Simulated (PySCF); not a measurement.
Job for PySCF: R-BP86/6-31G* on C2H6Se (SMILES CC[SeH]), a point of a torsion scan.

```python
from pyscf import gto, scf, dft, mp
from pyscf.data.elements import chemcore

mol = gto.M(
    atom='''
    C    -0.84732851    0.52541734    0.06763606
    C     0.05476586   -0.68229022   -0.07659414
    Se    0.55720907   -1.03950249   -1.95554434
    H    -1.77232765    0.38642184   -0.48935913
    H    -0.35445736    1.41996183   -0.30704260
    H    -1.09358090    0.67842207    1.11684192
    H     1.00532434   -0.53461929    0.43842225
    H    -0.41684641   -1.58853687    0.30614210
    H    -0.80208047   -1.21950851   -2.41667996
    ''',
    basis='6-31g*',
    cart=True,
    charge=0, spin=0, verbose=3, max_memory=1800)
mf = dft.RKS(mol, xc='b88,p86')
mf.conv_tol = 1e-8
mf.max_cycle = 100
mf.kernel()
if not mf.converged:
    mf = mf.newton().run(mf.mo_coeff, mf.mo_occ)
```

Output:

```
converged SCF energy = -2481.35163601484
```

The calculation finished and met its thresholds.

Cost: very roughly 9 core-seconds.
